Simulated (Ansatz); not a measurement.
`[SiH3][GeH]([SiH3])[SiH3]`, relaxed with RKS PBE-D4/def2-SVP in Ansatz from a rough embedded geometry. The force threshold is 0.03 eV/Å; the program also tests the step.

Charge 0, multiplicity 1.

Start:

```xyz
14

Si    2.048    0.490   -0.187
Ge    0.132   -0.564    0.337
Si   -0.997   -1.008   -1.597
Si   -1.198    0.842    1.611
H     2.843    0.817    1.053
H     2.936   -0.377   -1.060
H     1.800    1.748   -0.925
H     0.406   -1.873    1.051
H    -1.294    0.203   -2.343
H    -0.214   -1.917   -2.478
H    -2.287   -1.706   -1.285
H    -2.427    0.148    1.971
H    -1.363    2.087    0.947
H    -0.385    1.110    2.905
```

| step | energy (eV) | largest force (eV/Å) | largest move (Å) |
| --- | --- | --- | --- |
| 1 | -80277.8742 | 2.179 | 0.000 |
| 2 | -80278.2595 | 0.515 | 0.173 |
| 3 | -80278.2840 | 0.173 | 0.089 |
| 4 | -80278.2933 | 0.014 | 0.038 |

End:

```xyz
14

Si    2.187    0.508   -0.200
Ge    0.129   -0.593    0.337
Si   -1.060   -1.085   -1.681
Si   -1.188    0.848    1.724
H     2.954    0.848    1.050
H     3.048   -0.358   -1.080
H     1.873    1.783   -0.936
H     0.426   -1.916    1.100
H    -1.339    0.202   -2.412
H    -0.244   -1.981   -2.575
H    -2.371   -1.762   -1.379
H    -2.510    0.210    2.060
H    -1.447    2.135    0.987
H    -0.459    1.161    3.003
```

It took 11 s on 4 threads of an Arm Neoverse V1 on a shared host, with 0.21 GiB of host memory at the peak.
